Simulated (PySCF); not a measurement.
SMILES [Br][GaH][CH3] (CH₄BrGa) (PBE0/def2-SVP optimised geometry):

```
7

Ga    -0.658    -0.428     0.000
H     -1.651    -1.635    -0.021
Br    -1.694     1.635     0.000
C      1.296    -0.428     0.000
H      1.694     0.520     0.386
H      1.653    -0.555    -1.036
H      1.692    -1.266     0.594
```

Level of theory: PBE0/def2-TZVP in PySCF.

Q: What are the frontier orbital energies and the dipole moment?

A: HOMO-2 -8.98 eV, HOMO-1 -8.37 eV, HOMO -7.82 eV, LUMO -1.45 eV, LUMO+1 0.01 eV; dipole moment 2.52 D.

On the same geometry PBE/def2-TZVP (PySCF) gives HOMO-2 -7.73 eV, HOMO-1 -7.13 eV, HOMO -6.58 eV, LUMO -2.23 eV, LUMO+1 -0.89 eV; dipole moment 2.41 D.

Meta-Löwdin charges at PBE0/def2-TZVP: Ga1 0.52, H2 -0.07, Br3 -0.29, C4 -0.58, H5 0.14, H6 0.14, H7 0.14.
